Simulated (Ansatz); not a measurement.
Coupled-cluster run, `[F][Zr]([SH])([SH])[SH]`.

```yaml
crystal:
  periodic: [false, false, false]
  atoms:
    - {symbol: F, position_ang: [-1.558568, 0.262657, 1.183412]}
    - {symbol: Zr, position_ang: [-0.064855, 0.010911, 0.048666]}
    - {symbol: S, position_ang: [2.027754, 0.220583, 1.255822]}
    - {symbol: S, position_ang: [-0.015061, 1.638526, -1.748142]}
    - {symbol: S, position_ang: [-0.076706, -2.185003, -0.979927]}
    - {symbol: H, position_ang: [1.505755, -0.452611, 2.302628]}
    - {symbol: H, position_ang: [-0.407332, 2.609151, -0.896378]}
    - {symbol: H, position_ang: [-1.410978, -2.104214, -1.166081]}
basis:
  gaussian: {orbitals: def2-SVP}
correlation: {method: ccsd_t}
```

```sh
$ ansatz run in.yaml --threads 4 --pin off --events-out ev --progress --plain --max-ram 10444MiB
```

The program prints (abridged):

```
Functional definition: HF
1095 factors; integrals over basis functions are off by at most 1.1e-3 eV
mean field evaluation 1: about -36461.1285 eV, gradient 3.9e1 eV
mean field evaluation 2: about -36461.2205 eV, gradient 3.9e1 eV
mean field evaluation 4: about -36465.3272 eV, gradient 3.2e0 eV
mean field evaluation 8: about -36465.4007 eV, gradient 3.0e-1 eV
mean field -36465.40151467 eV, -1340.0787885274 hartree, gradient 6.2e-6 eV, S^2 0.000000; 0 other end points of the search recorded, 0 dependent functions left out
16 core orbitals not correlated: weight in the atoms' cores, before any rotation towards them, 1.000 or more for the frozen orbitals, at most 0.000 for the correlated occupied ones
reference -36465.40151467 eV, -1340.0787885274 hartree; 20, 20 occupied and 78, 78 virtual orbitals, 1095 factors
second order -22.65478146 eV of doubles, -0.00000000 eV of singles
cycle   1  -22.90602100 eV  change   -2.5e-1 eV  update   1.7e-1
cycle   2  -23.55211906 eV  change   -6.5e-1 eV  update   7.0e-2
cycle   3  -23.76706908 eV  change   -2.1e-1 eV  update   3.4e-2
cycle   4  -23.76328304 eV  change    3.8e-3 eV  update   9.2e-3
cycle   5  -23.75438497 eV  change    8.9e-3 eV  update   3.9e-3
cycle   6  -23.75398677 eV  change    4.0e-4 eV  update   1.6e-3
cycle   7  -23.75399318 eV  change   -6.4e-6 eV  update   5.9e-4
cycle   8  -23.75402574 eV  change   -3.3e-5 eV  update   2.6e-4
cycle   9  -23.75419574 eV  change   -1.7e-4 eV  update   8.0e-5
cycle  10  -23.75421031 eV  change   -1.5e-5 eV  update   2.6e-5
perturbative correction -0.84562507 eV, -0.0310761480 hartree
Total energy: -36490.00135004 eV, -1340.9828158029 hartree
```

It took 11 s on 4 threads of an Arm Neoverse V1 on a shared host, with 0.59 GiB of host memory at the peak.

Correlation energy per correlated electron: -0.615 eV. T1 diagnostic: 0.0189.
